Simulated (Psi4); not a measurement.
Pair of molecules: CH4 (SMILES C) (first 5 atoms) with CH2O2 (SMILES O=CO); geometry from B3LYP-D3(BJ)/def2-TZVP, rigid monomers moved along the line of their centres of mass till C1···H10 is 4.32 Å.
(charge 0, multiplicity 1):
```xyz
10

C     -0.068     0.023     0.098
H      0.134    -0.232    -0.941
H      0.634    -0.507     0.741
H      0.049     1.100     0.222
H     -1.091    -0.273     0.337
O      1.295    -0.649     5.521
C      0.476     0.079     6.005
O     -0.445     0.776     5.321
H      0.365     0.276     7.079
H     -0.327     0.585     4.375
```

All values below come from SAPT0/jun-cc-pV(D+d)Z (Psi4).

### Question
Which attractive term is largest, and how does the interaction split up?

### Answer
electrostatics -0.09, exchange 0.00, induction -0.01, dispersion -0.07, total -0.17 kcal/mol; the largest attraction is electrostatics.
